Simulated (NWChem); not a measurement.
System meant: C$_{2}$H$_{7}$GeN; SMILES C/C=[N]\[GeH3]

The following NWChem deck was run.

```
start job
memory heap 200 mb stack 900 mb global 1100 mb
geometry units angstroms noautoz
  C      0.753577     2.311181     0.000790
  C     -0.635522     1.718603     0.000292
  N     -1.023014     0.509317    -0.000488
  Ge     0.058906    -1.019300    -0.001572
  H      1.539024     1.551939    -0.001557
  H      0.880456     2.957729    -0.877656
  H      0.881593     2.953297     0.882341
  H     -1.430364     2.483662     0.000868
  H     -0.340419    -1.811532    -1.266137
  H      1.601342    -0.802062    -0.002492
  H     -0.338792    -1.812264     1.263056
end
basis spherical
  C library def2-svp
  N library def2-svp
  Ge library def2-svp
  H library def2-svp
end
dft
  xc xpbe96 cpbe96
  iterations 4
  mulliken
end
task dft energy
```

End of the output:

```
    Atom       Charge   Shell Charges
 -----------   ------   -------------------------------------------------------
    1 C    6     6.08   1.96  0.58  0.30  1.91  1.26  0.07
    2 C    6     5.97   1.96  0.62  0.30  1.84  1.11  0.14
    3 N    7     7.19   1.97  0.82  0.49  2.17  1.69  0.04
    4 Ge  32    31.73   2.00  2.00  1.93  0.77  0.35  5.99  5.82  1.43  1.12  7.78  2.05  0.49
    5 H    1     0.97   0.63  0.27  0.07
    6 H    1     0.95   0.63  0.26  0.07
    7 H    1     0.95   0.63  0.26  0.07
    8 H    1     0.98   0.65  0.27  0.07
    9 H    1     1.05   0.61  0.42  0.03
   10 H    1     1.07   0.61  0.43  0.03
   11 H    1     1.05   0.61  0.42  0.03

 center of mass
 --------------
 x =  -0.03418585 y =  -0.24801413 z =   0.00000000

 moments of inertia (a.u.)
 ------------------
         773.359783509216          -0.000003531347           0.000000000000
          -0.000003531347         142.516048316768           0.000000000000
           0.000000000000           0.000000000000         881.705356361580

     Multipole analysis of the density
     ---------------------------------

     L   x y z        total         alpha         beta         nuclear
     -   - - -        -----         -----         ----         -------
     0   0 0 0     -0.000000    -29.000000    -29.000000     58.000000

     1   1 0 0      0.593962      0.296981      0.296981     -0.000000
     1   0 1 0      0.512557      0.256278      0.256278     -0.000000
     1   0 0 1      0.000000      0.000000      0.000000      0.000000

     2   2 0 0    -30.365992    -54.451150    -54.451150     78.536308
     2   1 1 0      0.484826     -4.523969     -4.523969      9.532765
     2   1 0 1      0.000000      0.000000      0.000000      0.000000
     2   0 2 0    -24.576315   -223.098596   -223.098596    421.620876
     2   0 1 1     -0.000000     -0.000000     -0.000000      0.000000
     2   0 0 2    -28.303015    -22.627799    -22.627799     16.952584

 ------------------------------------------------------------------------
 dft energy failed                                                                                  0
 ------------------------------------------------------------------------
 ------------------------------------------------------------------------
  current input line :
    27: task dft energy
 ------------------------------------------------------------------------
 ------------------------------------------------------------------------
 This type of error is most commonly associated with calculations not reaching convergence criteria
 ------------------------------------------------------------------------
 For more information see the NWChem manual at https://nwchemgit.github.io

0:dft energy failed:Received an Error in Communication
```

**Question.** Find the fault in this run and fix the input.

**Answer.** The run did not converge; its last values are not results. Cause: the SCF was allowed too few iterations. This input runs:
```
start job
memory heap 200 mb stack 900 mb global 1100 mb
geometry units angstroms noautoz
  C      0.753577     2.311181     0.000790
  C     -0.635522     1.718603     0.000292
  N     -1.023014     0.509317    -0.000488
  Ge     0.058906    -1.019300    -0.001572
  H      1.539024     1.551939    -0.001557
  H      0.880456     2.957729    -0.877656
  H      0.881593     2.953297     0.882341
  H     -1.430364     2.483662     0.000868
  H     -0.340419    -1.811532    -1.266137
  H      1.601342    -0.802062    -0.002492
  H     -0.338792    -1.812264     1.263056
end
basis spherical
  * library def2-svp
end
dft
  xc xpbe96 cpbe96
  iterations 150
  mulliken
end
task dft energy
```
It converges to -2211.29200 Ha (PBE/def2-SVP).
